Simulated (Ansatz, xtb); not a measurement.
FH4LiSi2: which of two structures lies lower

We compare X, a singlet given by its coordinates, with Y, a singlet given by its coordinates. Both are isolated molecules in the gas phase, relaxed with PBE0-D3(BJ)/def2-SVP.

X (Å):

```
atom    x (Å)    y (Å)    z (Å)
   F  -1.7009  -1.5480  -4.1044
  Li  -0.5245  -2.0474  -3.2239
  Si   1.6972  -0.9072  -2.3762
  Si   2.1789   0.7912  -0.7910
   H   3.0687  -0.8393  -3.0261
   H   0.9991   1.1658   0.0417
   H   3.2434   0.2100   0.0930
   H   2.7280   2.0015  -1.4784
```

Close contacts (Å): F1–Li2 1.55, Li2–Si3 2.64, Si3–Si4 2.37, Si3–H5 1.52, Si4–H6 1.49, Si4–H7 1.50, Si4–H8 1.50.

Y (Å):

```xyz
8

F     1.5853   -2.0600   -2.5756
Li    0.0204   -2.7725   -2.4225
Si    0.6709   -0.4972   -2.6821
Si    1.8467    0.7659   -1.0701
H     1.2895    0.0775   -3.9401
H     1.3100    2.1680   -1.0474
H     1.6441    0.2021    0.3071
H     3.3289    0.8523   -1.2891
```

Close contacts (Å): F1–Li2 1.73, F1–Si3 1.81, Li2–Si3 2.38, Si3–Si4 2.36, Si3–H5 1.52, Si4–H6 1.50, Si4–H7 1.50, Si4–H8 1.50.

Problem. Which of the two would you expect CCSD(T)/def2-TZVP electronic energies to favour?

Solution. Structure Y; the calculation gives E(Y) − E(X) = −1.588 eV.

How the difference moves with the method:

| level | geometry | E(Y) − E(X) (eV) | departure from the last row (eV) | job, with rough time for the two |
| --- | --- | --- | --- | --- |
| PBE0-D3(BJ)/def2-SVP | PBE0-D3(BJ)/def2-SVP | −1.771 | −0.183 | optimisation, 5.6 min |
| HF/def2-TZVP | PBE0-D3(BJ)/def2-SVP | −1.424 | +0.165 | part of the CCSD(T) run |
| MP2/def2-TZVP | PBE0-D3(BJ)/def2-SVP | −1.638 | −0.050 | part of the CCSD(T) run |
| CCSD(T)/def2-TZVP | PBE0-D3(BJ)/def2-SVP | −1.588 |  | single point, 96 s |

None of the levels shown reverses the order. The largest departure from CCSD(T)/def2-TZVP is that of PBE0-D3(BJ)/def2-SVP, 0.183 eV. Levels run at GFN2-xTB geometries aren't shown.

With harmonic frequencies from PBE0-D3(BJ)/def2-SVP (ideal gas, rigid rotor, one conformer each, 298.15 K, 1 atm): on the last row, ΔE + ΔZPE = −1.533 eV. A mode under 50 cm⁻¹ makes harmonic enthalpies and free energies unreliable, so none is given.

The correlated steps freeze 11 core orbitals; the last core shell of Li is correlated, in a basis made for valence electrons. Run with Ansatz 0.2.0; the last row on 1 thread of Intel(R) Xeon(R) Processor @ 2.50GHz (Skylake/Cascade Lake) on a shared host.
